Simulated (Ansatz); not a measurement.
`[OH][Y]([OH])[F]` + H–F → `[OH][Y]([F])[F]` + H₂O at 600 K and 1 bar (ligand exchange at a Y–O bond).

Calculated with Ansatz (gas phase, PBE0-D4/def2-TZVP geometries, no zero-point term in ΔE). CCSD(T)/CBS is the MP2 limit (def2-TZVPP, def2-QZVPP) plus CCSD(T) − MP2 in def2-TZVPP, frozen cores. This one scheme is used for every species. def2 core potentials past Kr. For Y outer-core shells are correlated without core-valence functions, which leaves a few kJ/mol of doubt a bond. One conformer a species, not always the lowest.

```tsv
species	CCSD(T)/CBS energy (Eh)	H − E (kJ/mol)	S (J/(mol·K))
`[OH][Y]([OH])[F]`	-289.81664	121.6	417.9
H–F	-100.39570	42.3	194.0
`[OH][Y]([F])[F]`	-313.85352	87.0	399.4
H₂O	-76.37941	76.8	212.8
```

H − E and S are ideal-gas, rigid-rotor, harmonic terms from PBE0-D4/def2-TZVP, for one conformer and one mirror image of each species. 1 Eh = 2625.50 kJ/mol, R = 8.31446 J/(mol·K).

Problem. By hand: ΔE, ΔH, ΔS and ΔG.

Solution. ΔE = (-313.85352) + (-76.37941) − (-289.81664) − (-100.39570) = -0.02059 Eh = -54.1 kJ/mol. Δ(H − E) = 87.0 + 76.8 − 121.6 − 42.3 = -0.1, so ΔH = -54.2 kJ/mol. ΔS = 399.4 + 212.8 − 417.9 − 194.0 = 0.3 J/(mol·K). ΔG = -54.2 − 600 × (0.3)/1000 = -54.4 kJ/mol.

Problem. By hand: the equilibrium constant, and the temperature at which ΔG would vanish if ΔH and ΔS stayed fixed.

Solution. log₁₀ K = −ΔG/(RT ln 10) = 4.7. ΔH and −TΔS have one sign here, so there is no such temperature.

The number of gas molecules stays the same, so ΔS is small and ΔH decides. A doubt of 5 kJ/mol in ΔE shifts log₁₀ K by 0.4 here. Other conformers and mirror images would add mixing entropy, several J/(mol·K) or more a flexible species. Modes under 60 cm⁻¹, often nearly free rotors, make the harmonic entropy too high. These are equilibria of isolated gas molecules and say nothing of rates. Largest T1 diagnostic: 0.015 (customary marks: 0.02 for closed shells, 0.045 for open ones).

ΔS is within the doubt of such terms, so its sign, and with it that verdict, could turn.
